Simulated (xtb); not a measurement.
xtb input (GFN2-xTB):

```bash
xtb mol.xyz --gfn 2 --ohess tight --chrg 0 --uhf 0
```
mol.xyz:
```
16

C     -2.08875565     1.42102534     0.51708914
Si    -1.08965274     0.41877425    -0.58987872
C     -1.59650511    -1.35577502    -0.59927607
O      0.51618468     0.51220290    -0.10535433
B      1.59018885    -0.20284242     0.28410071
O      2.76064446     0.38239696     0.61892642
O      1.61327700    -1.57142558     0.42189606
H     -3.15683107     1.40823746     0.18154274
H     -1.76800692     2.44380867     0.60897916
H     -2.08744513     1.02141686     1.57610304
H     -1.09393245     0.96372748    -1.94759937
H     -1.62067188    -1.80118067     0.40394039
H     -0.96930227    -1.99648840    -1.27562760
H     -2.64034602    -1.40268181    -0.91780197
H      2.73389293     1.35638440     0.51673728
H      0.75793200    -1.93940811     0.26599854
```

End of the output:

```
optimized geometry written to: xtbopt.xyz

           -------------------------------------------------
          | TOTAL ENERGY              -24.211325593947 Eh   |
          | TOTAL ENTHALPY            -24.081135863588 Eh   |
          | TOTAL FREE ENERGY         -24.128677805609 Eh   |
          | GRADIENT NORM               0.000298739838 Eh/α |
          | HOMO-LUMO GAP               6.776813678818 eV   |
           -------------------------------------------------

------------------------------------------------------------------------
------------------------------------------------------------------------
 total:
 SCF:
 ANC optimizer:
 analytical hessian:
```
